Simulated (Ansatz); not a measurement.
Basis sets compared for the cluster Al6N6. The state is a singlet with charge 0. Geometry PBE-D4/def2-SVP. Ansatz on 4 threads of Arm Neoverse V2 on a shared host; times are rough, and most runs start from earlier orbitals.

Cartesian coordinates in Å:
```
Al -1.9504 0.3576 0.0728
Al 1.9881 -0.3406 0.1898
Al 0.2899 -0.0896 1.9473
Al 0.5580 1.6109 -0.5092
Al -0.1676 -0.7056 -1.8463
Al -0.3483 -2.0626 0.4548
N 1.3234 1.2038 1.1204
N -1.3936 -0.7249 1.3961
N -1.2606 1.7711 -0.9034
N 1.2489 -1.6189 1.2947
N -1.6747 0.4079 -1.7397
N 1.3868 0.1908 -1.4773
```

The restricted singlet is unstable towards broken spin symmetry in Hartree–Fock (as tested in another run); at PBE-D4/def2-SVP, PBE-D4/def2-TZVP, PBE0-D4/def2-SVP, PBE0-D4/def2-TZVP this wasn't settled. The structure comes from a short search, and lower isomers may exist.

Binding counts from free atoms (Al doublet, N quartet) in the same basis, without a counterpoise term.

```
           level  functions  energy (Eh)  HOMO (eV)  LUMO (eV)  binding per atom (eV)  wall time
 PBE-D4/def2-SVP        192   -1781.4422      -4.57      -3.51                   4.07      4.8 s
PBE0-D4/def2-SVP        192   -1781.5379      -5.45      -2.82                   3.80      6.5 s
```

**Question.** Estimate the rows for PBE-D4/def2-TZVP, PBE0-D4/def2-TZVP.

**Answer.** 
```
            level  functions  energy (Eh)  HOMO (eV)  LUMO (eV)  binding per atom (eV)  wall time
 PBE-D4/def2-TZVP        408   -1782.3560      -4.66      -3.55                   4.08       12 s
PBE0-D4/def2-TZVP        408   -1782.4453      -5.51      -2.85                   3.83       31 s
```
